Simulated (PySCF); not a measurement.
The PySCF input:
```python
from pyscf import gto, scf, dft

mol = gto.M(
    atom='''
S     0.011647   -0.003457    0.315727
O    -0.031562    1.262969   -0.301200
O     0.008268   -1.256054   -0.330254
''',
    basis='def2-svp',
    charge=1,
    spin=1,
    verbose=4,
)

mf = dft.UKS(mol)
mf.xc = 'b3lyp'
mf.kernel()
```

### Question
What does this run give for the HOMO energy, nuclear repulsion energy?

### Answer

```yaml
HOMO energy: -18.76 eV
nuclear_repulsion_energy: 109.5631 Eh
```

These values belong to the state on which the SCF converged, which isn't shown to be the lowest.
